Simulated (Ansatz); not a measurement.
Two isomers of C3H6BCl: A = `C[C@@H]1B[C@H]1Cl`, B = `C/C=C\BCl`.

Computed with Ansatz on PBE0-D4/def2-TZVP structures; ΔE is electronic, products minus reactants. CCSD(T)/CBS adds triple-zeta CCSD(T) − MP2 to the extrapolated MP2 energy (def2 sets, frozen cores). DFT in def2-TZVPP. B3LYP here is the variant with VWN-RPA as its local correlation; programs differ in this. One conformer a species, not always the lowest.

A:

Z-matrix (Å, degrees):
```
C
C 1 1.508
H 1 1.092 2 110.8
H 1 1.093 2 111.2 3 -120.5
H 1 1.092 2 111.1 3 119.4
B 2 1.528 1 131.1 3 -85.4
C 2 1.526 1 119.7 3 -160.0
H 2 1.095 1 113.6 3 60.8
H 6 1.183 2 149.8 1 89.5
Cl 7 1.764 2 121.6 1 -125.2
H 7 1.087 2 113.6 1 11.7
```

B:

```xyz
11

C    -1.530    0.090    0.036
C    -0.295    0.477    0.763
C     0.978    0.212    0.422
B     1.406   -0.562   -0.822
Cl    3.114   -0.825   -1.129
H    -2.174   -0.511    0.686
H    -1.328   -0.471   -0.875
H    -2.108    0.984   -0.221
H    -0.472    1.041    1.680
H     1.750    0.584    1.092
H     0.660   -1.019   -1.631
```

(1) Which is lower in electronic energy at CCSD(T)/CBS, and by how much? (An estimate is asked.)

(2) Give E(B) − E(A) in kJ/mol with PBE-D4, ωB97M-V, B2PLYP, CCSD(T)/def2-TZVPP, MP2/def2-TZVPP, B3LYP-D4, PBE0-D4. (An estimate is asked.)

Largest T1 diagnostic: 0.012.

Answers

(1) Computed: B, by 233.6 kJ/mol.

(2) The calculation gave: PBE-D4 -220.9, ωB97M-V -224.9, B2PLYP -239.4, CCSD(T)/def2-TZVPP -237.7, MP2/def2-TZVPP -233.0, B3LYP-D4 -238.3, PBE0-D4 -218.9. None reverses the order clearly.

In def2-TZVPP, CCSD(T) changes the Hartree–Fock value by +14.4 kJ/mol (the triples alone add −1.6 kJ/mol) and MP2 by +19.1 kJ/mol.
